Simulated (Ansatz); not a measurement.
Reaction (ligand exchange at a Zn–F bond): `C[S][Zn][F]` + HBr → `C[S][Zn][Br]` + H–F

Gas-phase electronic energies from Ansatz, PBE0-D4/def2-TZVP geometries. CCSD(T)/CBS adds triple-zeta CCSD(T) − MP2 to the extrapolated MP2 energy (def2 sets, frozen cores). This one scheme is used for every species. Functionals use def2-TZVPP. HSE06 is defined as in plane-wave codes. For Br, Zn outer-core shells are correlated without core-valence functions, which leaves a few kJ/mol of doubt a bond. Scalar relativity is left out up to krypton. Each species was taken in one conformer, which may not be the lowest.

```json
{"level": "r2SCANh-D4", "ΔE (kJ/mol)": "-78.7"}
{"level": "HSE06", "ΔE (kJ/mol)": "-82.5"}
{"level": "CCSD(T)/def2-TZVPP", "ΔE (kJ/mol)": "-77.8"}
{"level": "HF/def2-QZVPP", "ΔE (kJ/mol)": "-85.6"}
```

Q: What does CCSD(T)/CBS give? (Estimate.)

A: Ansatz gave: -82.4 kJ/mol. The listed levels differ from it by 3.7, -0.1, 4.6, -3.2 kJ/mol.

Largest T1 diagnostic among the species: 0.015.

At CCSD(T), def2-SVP lies +9.1 kJ/mol from the extrapolated value and def2-TZVPP +4.7 kJ/mol. From BLYP to BHLYP (50 % exact exchange), in def2-TZVPP and without D4, ΔE moves by −21.2 kJ/mol. The D4 term adds −3.8 kJ/mol with B3LYP and −2.2 kJ/mol with PBE0; it sums over pairs of atoms, weighted by their polarisabilities, and B3LYP, whose exchange is more repulsive, gets the larger term.

B3LYP here is the variant with VWN-RPA as its local correlation; programs differ in this.
